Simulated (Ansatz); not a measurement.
Program: Ansatz. Geometries: PBE0-D4/def2-TZVP. ΔE: electronic, gas phase. CCSD(T)/CBS adds triple-zeta CCSD(T) − MP2 to the extrapolated MP2 energy (def2 sets, frozen cores). DFT in def2-TZVPP. B3LYP here is the variant with VWN-RPA as its local correlation; programs differ in this. def2 core potentials past Kr. For Ge, Mo outer-core shells are correlated without core-valence functions, which leaves a few kJ/mol of doubt a bond. Scalar relativity is left out up to krypton. Each species was taken in one conformer, which may not be the lowest.

Reaction (redistribution): `[OH][GeH2][SiH](O)O` + `[F][Mo](=[S])(=[S])[Cl]` → `[OH][GeH2][SiH](O)Cl` + `[OH][Mo]([F])(=[S])=[S]`

```tsv
level	ΔE (kcal/mol)	difference from CCSD(T)/CBS
PBE-D4	5.2	-3.4
r2SCAN-D4	5.9	-2.7
PBE0-D4	6.1	-2.5
B3LYP-D4	7.1	-1.5
ωB97X-V	5.3	-3.3
ωB97M-V	6.3	-2.3
B2PLYP	9.3	0.7
PBE	5.2	-3.4
r2SCAN	5.9	-2.7
PBE0	6.1	-2.5
B3LYP	7.0	-1.6
HF/def2-TZVPP	7.7	-0.9
MP2/def2-TZVPP	13.4	4.8
SCS-MP2/def2-TZVPP	12.2	3.6
CCSD/def2-TZVPP	8.3	-0.3
CCSD(T)/def2-TZVPP	8.5	-0.1
HF/def2-QZVPP	8.0	-0.6
MP2/def2-QZVPP	13.6	5.0
SCS-MP2/def2-QZVPP	12.3	3.7
HF/CBS(def2)	8.0	-0.6
MP2/CBS(def2)	13.5	4.9
CCSD/CBS(def2)	8.4	-0.2
CCSD(T)/CBS	8.6	0
```

Largest T1 diagnostic among the species: 0.025, so the coupled-cluster value is less sure than usual.

In def2-TZVPP, CCSD(T) changes the Hartree–Fock value by +0.9 kcal/mol (the triples alone add +0.2 kcal/mol) and MP2 by +5.7 kcal/mol. From PBE to PBE0 (25 % exact exchange), in def2-TZVPP and without D4, ΔE moves by +0.9 kcal/mol.
